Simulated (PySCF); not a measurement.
# 1,1-diethylcyclopropane (CCC1(CC)CC1, C7H14)

Cartesian coordinates in Å; atom numbers follow the order of the lines, from 1:
```xyz
21

C    -1.715   -1.166    1.001
C    -1.067   -0.756   -0.314
C     0.008    0.305   -0.169
C     1.212   -0.065    0.676
C     2.006   -1.248    0.139
C     0.252    1.203   -1.349
C    -0.447    1.737   -0.130
H    -2.123   -0.291    1.530
H    -2.540   -1.875    0.836
H    -0.995   -1.653    1.677
H    -1.841   -0.375   -1.001
H    -0.641   -1.643   -0.814
H     0.884   -0.273    1.710
H     1.870    0.817    0.748
H     1.413   -2.176    0.147
H     2.326   -1.070   -0.900
H     2.908   -1.431    0.743
H    -0.339    1.041   -2.255
H     1.277    1.534   -1.540
H     0.095    2.436    0.513
H    -1.521    1.937   -0.199
```

Method: TDDFT CAM-B3LYP/aug-cc-pVDZ excited states, vertical, gas phase (PySCF 2.14.0). Geometry: PBE0-D3(BJ)/def2-SVP.

Task: Give the one- and two-photon strengths of the lowest singlets.

Result: δ for parallel linear polarisation; σ at the peak of a Lorentzian of half width 0.1 eV, single beam; Ω is circular over linear.
| state | E (eV) | f | photon λ (nm) | δ (au) | σ (GM) | Ω | main |
| --- | --- | --- | --- | --- | --- | --- | --- |
| S1 | 6.99 | 0.012 | 355 | 36.8 | 0.66 | 1.50 | HOMO→LUMO 0.81, HOMO→LUMO+3 0.12 |
| S2 | 7.29 | 0.008 | 340 | 71.7 | 1.40 | 0.35 | HOMO→LUMO+2 0.49, HOMO→LUMO+1 0.18 |
| S3 | 7.38 | 0.008 | 336 | 68.5 | 1.37 | 0.81 | HOMO→LUMO+2 0.37, HOMO−1→LUMO 0.24 |
| S4 | 7.41 | 0.001 | 334 | 25.5 | 0.51 | 1.43 | HOMO→LUMO+1 0.49, HOMO−1→LUMO 0.27 |
| S5 | 7.51 | 0.010 | 330 | 61.3 | 1.27 | 1.50 | HOMO→LUMO+3 0.78, HOMO→LUMO 0.11 |
| S6 | 7.77 | 0.017 | 319 | 10.5 | 0.23 | 1.50 | HOMO−1→LUMO+2 0.70, HOMO−1→LUMO+4 0.13 |
